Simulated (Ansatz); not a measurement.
`CCBC[SiH3]` + H–F → `FBC[SiH3]` + `CC` at 400 K and 1 bar (ligand exchange at a B–C bond).

Computed with Ansatz on PBE0-D4/def2-TZVP structures; ΔE is electronic, products minus reactants. CCSD(T)/CBS adds triple-zeta CCSD(T) − MP2 to the extrapolated MP2 energy (def2 sets, frozen cores). This one scheme is used for every species. One conformer a species, not always the lowest.

| species | CCSD(T)/CBS energy (Eh) | H − E (kJ/mol) | S (J/(mol·K)) |
| --- | --- | --- | --- |
| `CCBC[SiH3]` | -434.65540 | 379.8 | 418.2 |
| H–F | -100.39570 | 36.5 | 182.2 |
| `FBC[SiH3]` | -455.38583 | 206.0 | 354.6 |
| `CC` | -79.71954 | 213.5 | 244.3 |

H − E and S are ideal-gas, rigid-rotor, harmonic terms from PBE0-D4/def2-TZVP, for one conformer and one mirror image of each species. 1 Eh = 2625.50 kJ/mol, R = 8.31446 J/(mol·K).

By hand: ΔE, ΔH, ΔS and ΔG.

ΔE = (-455.38583) + (-79.71954) − (-434.65540) − (-100.39570) = -0.05427 Eh = -142.5 kJ/mol. Δ(H − E) = 206.0 + 213.5 − 379.8 − 36.5 = 3.2, so ΔH = -139.3 kJ/mol. ΔS = 354.6 + 244.3 − 418.2 − 182.2 = -1.5 J/(mol·K). ΔG = -139.3 − 400 × (-1.5)/1000 = -138.7 kJ/mol.

By hand: the equilibrium constant, and the temperature at which ΔG would vanish if ΔH and ΔS stayed fixed.

log₁₀ K = −ΔG/(RT ln 10) = 18.1. ΔG = 0 at ΔH/ΔS = 92867 K, far beyond where these terms or the molecules hold.

The number of gas molecules stays the same, so ΔS is small and ΔH decides. A doubt of 5 kJ/mol in ΔE shifts log₁₀ K by 0.7 here. Other conformers and mirror images would add mixing entropy, several J/(mol·K) or more a flexible species. Modes under 60 cm⁻¹, often nearly free rotors, make the harmonic entropy too high. These are equilibria of isolated gas molecules and say nothing of rates. Largest T1 diagnostic: 0.012 (customary marks: 0.02 for closed shells, 0.045 for open ones).
